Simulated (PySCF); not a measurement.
isobutane (C4H10), singlet, at a GFN2-xTB geometry. Base run: DF-BLYP/def2-SVP in PySCF.

Here is a job for PySCF.
```python
from pyscf import gto, scf, dft

mol = gto.M(
    atom='''
C    -0.00195152   -0.00061004    0.38481069
H    -0.00751045   -0.00234774    1.48094753
C    -0.00123091    1.44790471   -0.09715431
H     0.00424357    1.48409224   -1.18472901
H    -0.88573890    1.97154531    0.25886234
H     0.87836999    1.97364557    0.26781215
C     1.25514309   -0.72222321   -0.09422305
H     1.29052529   -0.73769513   -1.18172798
H     2.14862954   -0.22046678    0.27077580
H     1.26840623   -1.74929777    0.26388821
C    -1.25239927   -0.72520857   -0.10694449
H    -1.27670860   -0.74075155   -1.19475225
H    -1.26684969   -1.75231611    0.25102616
H    -2.15073527   -0.22558539    0.24896396
''',
    basis='def2-svp',
    verbose=4,
)

mf = dft.RKS(mol)
mf.xc = 'blyp'
mf = mf.density_fit(auxbasis='def2-universal-jkfit')
mf.kernel()
mf.analyze()
```

Variants of this job, named by their change:

```csv
change,ΔE vs base (mEh),grid points,electrons on the grid
base,0.000,154552,33.99991
grids.radi_method = delley,0.000,167944,33.99991
"grids.atom_grid = (99, 590)",-0.005,457528,34.00000
grids.level = 2,-0.006,98552,33.99996
grids.prune = dft.gen_grid.treutler_prune,-0.002,131944,33.99991
grids.level = 5,-0.006,407312,34.00000
grids.level = 0,39.559,10544,33.98751
"grids.atom_grid = (50, 194)",0.010,92792,33.99993
small_rho_cutoff = 0,0.000,154552,33.99991
grids.level = 7,-0.006,847680,34.00000
"grids.atom_grid = (75, 302)",0.000,204856,33.99991
```
